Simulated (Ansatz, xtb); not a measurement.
# FH6PSi2: which of two isomers lies lower

Structure a is `F[SiH2]P[SiH3]`, a singlet and structure b is `F[SiH2][SiH2]P`, a singlet. Both are isolated molecules in the gas phase, relaxed with PBE-D3(BJ)/def2-SVP, each in the lowest conformer that the search found.

a (Å):

```tsv
atom	x (Å)	y (Å)	z (Å)
F	-0.4925	-0.2132	3.1718
P	-0.3572	1.3802	0.3761
Si	-1.2211	-0.2416	1.7014
Si	-1.9990	1.0441	-1.1736
H	-2.6818	0.0557	1.8946
H	-1.0343	-1.6192	1.1331
H	0.5720	0.4864	-0.2695
H	-2.5068	-0.3763	-1.2147
H	-1.4520	1.4055	-2.5253
H	-3.1443	1.9497	-0.8233
```

b (Å):

```yaml
atoms:
  - { symbol: F, position_ang: [-1.9415, 3.8411, 1.3729] }
  - { symbol: P, position_ang: [1.5968, 2.3745, 0.7644] }
  - { symbol: Si, position_ang: [-2.0651, 2.2237, 1.6789] }
  - { symbol: Si, position_ang: [-0.3431, 1.2058, 0.4479] }
  - { symbol: H, position_ang: [-3.4570, 1.7892, 1.3073] }
  - { symbol: H, position_ang: [-1.8540, 2.0097, 3.1542] }
  - { symbol: H, position_ang: [-0.1330, -0.2205, 0.8857] }
  - { symbol: H, position_ang: [-0.6578, 1.2128, -1.0245] }
  - { symbol: H, position_ang: [0.8986, 3.6352, 0.6997] }
  - { symbol: H, position_ang: [1.4761, 2.3116, 2.2011] }
```

Energies in hartree; the thermal terms are from PBE-D3(BJ)/def2-SVP harmonic frequencies (ideal gas, rigid rotor, one conformer each, 298.15 K, 1 atm) and include the zero-point energy:

```
                               a            b
E, CCSD(T)/def2-SVP  −1021.803215  −1021.793563
    E, MP2/def2-SVP  −1021.730980  −1021.719080
  E, MP2/def2-TZVPP  −1022.343659  −1022.328605
  zero-point energy      0.053458      0.053237
       H(298 K) − E      0.061949      0.061904
       G(298 K) − E      0.020940      0.020453
```

Task: Correct the CCSD(T) difference for the basis set by the MP2 change, then work out ΔE, ΔE₀, ΔH and ΔG for a → b in kcal/mol (1 Eh = 627.51 kcal/mol) and the equilibrium ratio [b]/[a].

Result: 1. Differences b − a: CCSD(T) +0.009652, MP2 in the small set +0.011900, MP2 in the large set +0.015054 Eh.
2. ΔE = +0.009652 + (+0.015054 − (+0.011900)) = +0.012806 Eh = +8.04 kcal/mol.
3. ΔE₀ = ΔE + ΔZPE = +0.012806 + (−0.000221) Eh = +7.90 kcal/mol.
4. ΔH = ΔE + (−0.000045) Eh = +8.01 kcal/mol.
5. ΔG = ΔE + (−0.000487) Eh = +7.73 kcal/mol, so ΔS = (ΔH − ΔG)/T = +3.9 J/(mol K).
6. kT = 0.9442 mEh, so K = [b]/[a] = exp(−ΔG/kT) = exp(−13.05) ≈ 2.2 × 10^−6.

Structure a is favoured at this temperature. An error of 1 kcal/mol in ΔG would change K by a factor of 5.4. Mirror images and further conformers aren't counted.

As drawn, b has 1 Si–Si, 1 P–H in place of 1 P–Si, 1 Si–H.

Other levels gave ΔE = +11.6 (GFN2-xTB); +2.8 (HF/STO-3G, GFN2-xTB geometries); +7.2 (r2SCAN-D4/def2-SVP, GFN2-xTB geometries); +5.0 (PBE-D3(BJ)/def2-SVP); +6.2 (HF/def2-SVP); +7.5 (MP2/def2-SVP); +6.1 (CCSD(T)/def2-SVP) kcal/mol. The correlated steps freeze 16 core orbitals. Programs: Ansatz 0.2.0, xtb 6.7.1.
